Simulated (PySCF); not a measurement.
A PySCF script (with the pyscf-properties extension) for the NMR shieldings of SMILES CCC(CC)OC(C)C, C8H18O, on a GFN2-xTB geometry:

```python
import basis_set_exchange as bse
import numpy as np
from pyscf import gto, dft
from pyscf.prop import nmr

atoms = """
C    -1.816160    1.827798   -1.017761
C    -1.254272    0.497553   -1.504022
C    -0.700013   -0.369638   -0.358261
C    -1.773453   -0.715558    0.677995
C    -1.300608   -1.799260    1.638740
O     0.345113    0.297156    0.328207
C     1.642827    0.179810   -0.227999
C     2.333767   -1.102324    0.245757
C     2.429958    1.412883    0.207241
H    -2.016036    2.484776   -1.861281
H    -2.743186    1.683309   -0.469636
H    -1.095987    2.309210   -0.360857
H    -2.022390   -0.069879   -2.032824
H    -0.443392    0.692311   -2.210429
H    -0.320773   -1.306670   -0.797138
H    -2.000203    0.187999    1.242883
H    -2.676482   -1.042644    0.159473
H    -0.383009   -1.481326    2.126545
H    -1.108527   -2.729954    1.107736
H    -2.053686   -1.987097    2.400515
H     1.577732    0.163840   -1.327332
H     3.319898   -1.183467   -0.203453
H     1.751246   -1.977463   -0.032984
H     2.435254   -1.085172    1.327983
H     1.950015    2.314082   -0.165008
H     2.456346    1.460064    1.292472
H     3.446127    1.366085   -0.174400
"""
names = dict.fromkeys(["C", "O", "H"], "pcSseg-1")
basis = {el: gto.basis.parse(bse.get_basis(n, elements=[el], fmt="nwchem")) for el, n in names.items()}
mol = gto.M(atom=atoms, basis=basis, charge=0, verbose=0)
mf = dft.RKS(mol, xc="PBE0")
mf.grids.level = 2
mf.grids.alignment = dft.numint.BLKSIZE   # the property module wants whole blocks of grid points
mf.conv_tol = 1e-9
mf.kernel()

calc = nmr.RKS(mf)   # GIAO
C = mf.mo_coeff
Co = C[:, mf.mo_occ > 0]
resp = mf.gen_response(singlet=True, hermi=2)
def vind(x):   # induced exchange potential for any number of trial vectors
    d = np.einsum("pi,xij,qj->xpq", C, 2 * x.reshape(-1, C.shape[1], Co.shape[1]), Co, optimize=True)
    return np.einsum("xpq,pi,qj->xij", resp(d - d.transpose(0, 2, 1)), C, Co, optimize=True).ravel()
mo1, _ = nmr.rhf.solve_mo1(calc, with_cphf=vind)
sigma = calc.kernel(mo1)
for i, s in enumerate(sigma):   # ppm
    w = np.linalg.eigvalsh((s + s.T) / 2)
    print("%2d %-2s iso %8.1f  s11 %8.1f  s22 %8.1f  s33 %8.1f" % (i, mol.atom_pure_symbol(i), w.mean(), *w))
```

Task: What does it print?

Result: 
```
 0 C  iso    179.1  s11    172.3  s22    178.3  s33    186.7
 1 C  iso    157.9  s11    142.1  s22    160.7  s33    170.9
 2 C  iso    106.7  s11     84.5  s22    100.8  s33    134.9
 3 C  iso    156.2  s11    140.2  s22    156.1  s33    172.4
 4 C  iso    172.7  s11    158.7  s22    172.7  s33    186.8
 5 O  iso    261.7  s11    213.1  s22    266.0  s33    306.0
 6 C  iso    115.4  s11     84.6  s22    102.6  s33    158.9
 7 C  iso    164.0  s11    144.8  s22    161.0  s33    186.1
 8 C  iso    160.9  s11    142.4  s22    153.4  s33    186.8
 9 H  iso     31.0  s11     26.2  s22     27.8  s33     38.8
10 H  iso     30.9  s11     25.7  s22     30.0  s33     36.9
11 H  iso     30.3  s11     24.7  s22     31.4  s33     34.8
12 H  iso     30.6  s11     26.3  s22     28.7  s33     36.9
13 H  iso     29.8  s11     24.9  s22     29.9  s33     34.6
14 H  iso     28.5  s11     26.2  s22     28.7  s33     30.6
15 H  iso     30.1  s11     25.3  s22     31.2  s33     33.9
16 H  iso     30.7  s11     24.7  s22     30.8  s33     36.4
17 H  iso     30.2  s11     24.8  s22     31.1  s33     34.6
18 H  iso     31.0  s11     27.1  s22     28.7  s33     37.1
19 H  iso     30.6  s11     25.6  s22     27.8  s33     38.5
20 H  iso     28.2  s11     24.5  s22     28.8  s33     31.3
21 H  iso     30.9  s11     26.5  s22     28.3  s33     38.0
22 H  iso     30.1  s11     25.4  s22     30.1  s33     34.9
23 H  iso     30.8  s11     28.1  s22     28.9  s33     35.4
24 H  iso     30.3  s11     25.5  s22     29.3  s33     36.1
25 H  iso     30.5  s11     27.5  s22     28.7  s33     35.2
26 H  iso     30.8  s11     26.4  s22     28.3  s33     37.7
```

These numbers come from an equivalent density-fitted implementation of the same equations, which agrees with the script to about 0.01 ppm for H and up to a few tenths of a ppm for heavy atoms, so last digits may differ.

Task: Turn these shieldings into chemical shifts. Chemical shifts δ = σref − σ; TMS for ¹³C (σ = 186.93 ppm) and ¹H (σ = 31.72 ppm); ¹⁷O (σ = 336.08 ppm) vs H2O, all at this level.

Result: Averaging equivalent atoms: C 2: 80.2; C 6: 71.6; C 1/3: 29.9; C 7/8: 24.5; C 0/4: 11.0; O 5: 74.4; H 20: 3.51; H 14: 3.22; H 13/16: 1.48; H 12/15: 1.34; H 21/22/23/24/25/26: 1.15; H 9/10/11/17/18/19: 1.05 ppm. Experimental scales use liquid or dissolved standards, which lie at an offset from isolated H2O (liquid H2O: subtract about 36 ppm).

Size and cost of the density-fitted run: 243 basis functions, 2.6 min wall time (100 s CPU) on 1 thread of an x86-64 server CPU, shared host.
